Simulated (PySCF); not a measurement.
PySCF 2.14 output of an unrestricted BP86 calculation on a single atom or ion in x2c-SVPall, with the spin-free X2C one-electron Hamiltonian (Gaussian nucleus):

```
SCF conv_tol = 1e-09
number electrons alpha = 14  beta = 14
    A. D. Becke.,  Phys. Rev. A 38, 3098 (1988)
    J. P. Perdew.,  Phys. Rev. B 33, 8822 (1986)
cycle= 1 E= -1654.37874873623  delta_E= 0.0406  |g|= 0.438  |ddm|= 0.273
cycle= 2 E= -1654.22957402062  delta_E= 0.149  |g|= 0.804  |ddm|= 0.523
cycle= 3 E= -1654.42959845783  delta_E= -0.2  |g|= 0.0236  |ddm|= 0.365
cycle= 4 E= -1654.42974087555  delta_E= -0.000142  |g|= 0.00306  |ddm|= 0.00807
cycle= 5 E= -1654.42974346311  delta_E= -2.59e-06  |g|= 5.85e-05  |ddm|= 0.0012
cycle= 6 E= -1654.42974346406  delta_E= -9.51e-10  |g|= 8.12e-07  |ddm|= 2.34e-05
converged SCF energy = -1654.42974346406  <S^2> = 0  2S+1 = 1
```

The run itself started from symmetry-adapted Hartree-Fock orbitals and held the occupation by maximum overlap, on a logarithmic radial grid, so the iterations belong to that start.

Question: Which element, charge and spin multiplicity is this?

Answer: Cu+ (copper, charge +1), multiplicity 1; the state was [Ar] 3d10, closed-shell 1S.
